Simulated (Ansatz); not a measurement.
Process, species as SMILES: [F][Ti]([F])[F] -> [F][Ti]([F])[F] as singlet, charge +1 + e-
Geometries: B3LYP-D3(BJ)/def2-TZVP minima from Ansatz (an electronic-structure program). High T1 diagnostic, so coupled cluster is less sure: [F][Ti]([F])[F] as singlet, charge +1. [F][Ti]([F])[F]: The spin state was set by rule; other spins were not relaxed. [F][Ti]([F])[F] as singlet, charge +1: The spin state was set by rule; other spins were not relaxed.

Property: adiabatic ionisation energy (electronic energy difference), in eV. Valence correlation only, unless marked. UHF or UKS for open shells. Spin-orbit coupling is left out. The frozen core is the preceding noble-gas configuration, with the filled d and f shells of earlier blocks. Non-relativistic. CBS marks a two-point X^-3 extrapolation of the correlation energy; Hartree-Fock from the larger set. [CCSD(T)-MP2]/basis is that difference in the basis named.

```
level                                                              program  adiabatic ionisation energy (eV)  minus last row
----------------------------------------------------------  --------------  --------------------------------  --------------
HF/def2-TZVPP                                                       Ansatz                             10.47            0.90
HF/def2-TZVPPD                                                      Ansatz                             10.46            0.89
SVWN5/def2-TZVPD                                                    Ansatz                              8.77           -0.80
B3LYP/def2-TZVPD                                                    Ansatz                              9.53           -0.04
PBE0-D3(BJ)/def2-TZVPD                                      Ansatz + dftd3                              9.38           -0.19
B2GP-PLYP-D3(BJ)/def2-TZVPD                                 Ansatz + dftd3                              9.40           -0.17
RI-MP2/CBS(def2-TZVPP,def2-QZVPP)                                   Ansatz                              9.31           -0.26
SCS-MP2/def2-SVPD                                                   Ansatz                              9.54           -0.03
CCSD/STO-3G                                                         Ansatz                              3.68           -5.89
RI-MP2/CBS(def2-TZVPP,def2-QZVPP)+[CCSD(T)-MP2]/def2-TZVPP          Ansatz                              9.57            0.00
```
